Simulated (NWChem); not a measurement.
System meant: HfO$_{2}$ anion, doublet; SMILES of the neutral closed-shell parent [O]=[Hf]=[O]

Here is an NWChem input.

```
start job
memory heap 200 mb stack 900 mb global 1100 mb
charge -1
geometry units angstroms noautoz
  Hf     0.000000     0.000000     0.363565
  O      1.516724     0.000000    -0.672922
  O     -1.516724     0.000000    -0.672922
end
basis spherical
  Hf library def2-svp
  O library def2-svp
end
ecp
  Hf library def2-ecp
end
dft
  odft
  mult 3
  xc xpbe96 cpbe96
  iterations 150
  mulliken
end
task dft energy
```

End of the output:

```
 ==============================================================================
                                 internuclear angles
 ------------------------------------------------------------------------------
        center 1       |       center 2       |       center 3       |  degrees
 ------------------------------------------------------------------------------
    2 O                |   1 Hf               |   3 O                |   111.30
 ------------------------------------------------------------------------------
                            number of included internuclear angles:          1
 ==============================================================================

 Summary of "ao basis" -> "" (spherical)
 ------------------------------------------------------------------------------
       Tag                 Description            Shells   Functions and Types
 ---------------- ------------------------------  ------  ---------------------
 Hf                         def2-svp                12       32   6s3p2d1f
 O                          def2-svp                 6       14   3s2p1d

 Summary of "ao basis" -> "ao basis" (spherical)
 ------------------------------------------------------------------------------
       Tag                 Description            Shells   Functions and Types
 ---------------- ------------------------------  ------  ---------------------
 Hf                         def2-svp                12       32   6s3p2d1f
 O                          def2-svp                 6       14   3s2p1d

      Symmetry analysis of basis
      --------------------------

        a1         25
        a2          7
        b1         17
        b2         11

  number of electrons :                   29
  multiplicity        :                    3
 ------------------------------------------------------------------------
  no. of electrons and multiplicity not compatible                  29
 ------------------------------------------------------------------------
 ------------------------------------------------------------------------
  current input line :
    23: task dft energy
 ------------------------------------------------------------------------
 ------------------------------------------------------------------------
 There is an error in the input file
 ------------------------------------------------------------------------
 For more information see the NWChem manual at https://nwchemgit.github.io

0: no. of electrons and multiplicity not compatible:Received an Error in Communication
```

Q: Find the fault in this run and fix the input.

A: The program refused the input. Cause: the multiplicity doesn't fit the number of electrons (an even count wants an odd multiplicity, and the reverse). This input runs:
```
start job
memory heap 200 mb stack 900 mb global 1100 mb
charge -1
geometry units angstroms noautoz
  Hf     0.000000     0.000000     0.363565
  O      1.516724     0.000000    -0.672922
  O     -1.516724     0.000000    -0.672922
end
basis spherical
  * library def2-svp
end
ecp
  Hf library def2-ecp
end
dft
  odft
  mult 2
  xc xpbe96 cpbe96
  iterations 150
  mulliken
end
task dft energy
```
It converges to -198.31211 Ha (PBE/def2-SVP with def2 effective core potentials on Hf, spin-unrestricted).
